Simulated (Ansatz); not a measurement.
Born–Oppenheimer molecular dynamics of FH₆N₃Ti (11 atoms, charge 0, multiplicity 1). It starts from a relaxed structure.

These are results of RHF/def2-SVP in Ansatz 0.2.0, not measurements.

```json
{
  "ensemble": "NVE (velocity Verlet)",
  "time step": "0.5 fs",
  "steps asked": "166",
  "starting velocities drawn for": "2000 K",
  "seed": "351194"
}
```

First frame:

```xyz
11
Properties=species:S:1:pos:R:3
Ti 0.022 -0.016 -0.029
F 0.107 -0.077 1.735
N 1.737 -0.025 -0.768
H 2.489 -0.606 -0.438
H 2.068 0.603 -1.478
N -0.852 1.537 -0.586
H -1.591 1.579 -1.264
H -0.706 2.441 -0.173
N -0.911 -1.493 -0.689
H -1.748 -1.860 -0.271
H -0.609 -2.084 -1.442
```

What does the run give?

All steps were run.

| Property | Result |
| --- | --- |
| steps done | 166 |
| time covered | 83 fs |
| mean temperature over the second half | 1038 K |
| spread of the potential energy over the second half | 27.5 meV per atom |
| mean potential energy of the second half above the start | 102.2 meV per atom |

The conserved energy stayed within 0.72 meV per atom of its start (net change 0.66 meV per atom), so the integration is sound. Over the second half the temperature averaged 0.52 of the 2000 K drawn at the start: a run that starts near a minimum puts about half its kinetic energy into the potential. A run of 0.083 ps of so small a system gives no equilibrium averages.

What happens to the structure?

The same pairs are bonded in the first frame and the last. Pairs count as bonded within 1.25 times the sum of covalent radii (0.12 Å more for H–H). Another seed would give other details.

How do temperature and energy run in time?


```tsv
time (fs)	T (K)	potential energy less start (eV)	conserved less start (meV/atom)
0	2000	0.000	0.00
6.5	969	1.207	0.71
13	813	1.383	0.23
19.5	974	1.200	0.56
26	1019	1.143	0.22
32.5	798	1.404	0.49
39	863	1.327	0.39
45.5	991	1.177	0.32
52	810	1.390	0.51
58.5	981	1.186	0.11
65	1130	1.020	0.67
71.5	1591	0.477	0.12
78	893	1.295	0.65
```

Time of the run: 3.1 min on 4 threads of Arm Neoverse V2, with other jobs on the host, peak memory 0.34 GiB.
